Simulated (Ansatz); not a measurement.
Two members of one family (Series CuX(PH3)), computed with Ansatz in the gas phase. Binding counts from free atoms in the multiplicity of their measured ground term, without zero-point energy. Names give formal oxidation states. A dash marks a value that wasn't run or was left out as unsound. The structures are stationary points that may keep the symmetry of their start. Remarks come from the PBE and PBE0 runs and from stability tests at other levels; not every state was tested. HOMO above LUMO (over both spins in singlets and doublets, within one spin in higher multiplets; at PBE or PBE0), or a gap under 0.15 eV within one spin, warns that the state may not be the lowest or that an electron is smeared out.

First: Cu(PH3)Br (singlet, charge 0, PBE0-D4/def2-TZVP geometry).

```
atom   x (Å)   y (Å)   z (Å)
 Cu1  -0.221  -1.088   0.884
  P2   0.118   0.576  -0.469
  H3   1.118   1.519  -0.157
  H4  -0.938   1.472  -0.727
  H5   0.493   0.312  -1.802
 Br6  -0.570  -2.791   2.272
```

```
              level  HOMO (eV)  LUMO (eV)  gap (eV)  vertical IE (eV)  vertical triplet (eV)  binding per atom (eV)
   PBE-D4/def2-TZVP      -5.64      -1.78      3.86              8.86                   4.77                   2.60
  BLYP-D4/def2-TZVP      -5.47      -1.66      3.82                 –                      –                   2.57
r2SCAN-D4/def2-TZVP      -5.86      -1.57      4.29              8.93                   4.75                   2.63
   PBE0-D4/def2-SVP      -6.39      -0.46      5.93                 –                      –                   2.57
  PBE0-D4/def2-TZVP      -6.78      -0.95      5.83              8.98                   4.89                   2.55
```

Metal–donor distances: 1 × P 2.17 Å, 1 × Br 2.22 Å. Remarks: gap within one spin near zero at PBE or PBE0 (+1 doublet), gap within one spin near zero at PBE or PBE0 (triplet).

Second: Cu(PH3)H (singlet, charge 0, PBE0-D4/def2-TZVP geometry).

```xyz
6

Cu   -0.561    1.386    0.492
P     0.231   -0.567   -0.201
H     0.306   -0.838   -1.584
H    -0.414   -1.760    0.189
H     1.548   -0.947    0.136
H    -1.109    2.726    0.967
```

What does the change do? Estimate second minus first.


```
              level  Δ HOMO (eV)  Δ LUMO (eV)  Δ gap (eV)  Δ vertical IE (eV)  Δ vertical triplet (eV)  Δ binding per atom (eV)
   PBE-D4/def2-TZVP         0.48         0.28       -0.21               -0.30                    -0.51                    -0.19
  BLYP-D4/def2-TZVP         0.38         0.27       -0.11                   –                        –                    -0.14
r2SCAN-D4/def2-TZVP         0.64         0.29       -0.35               -0.48                    -0.68                    -0.20
   PBE0-D4/def2-SVP         0.53         0.33       -0.20                   –                        –                    -0.22
  PBE0-D4/def2-TZVP         0.61         0.31       -0.29               -0.60                    -0.77                    -0.20
```

Metal–donor distances: 1 × P 2.22 Å, 1 × H 1.52 Å.
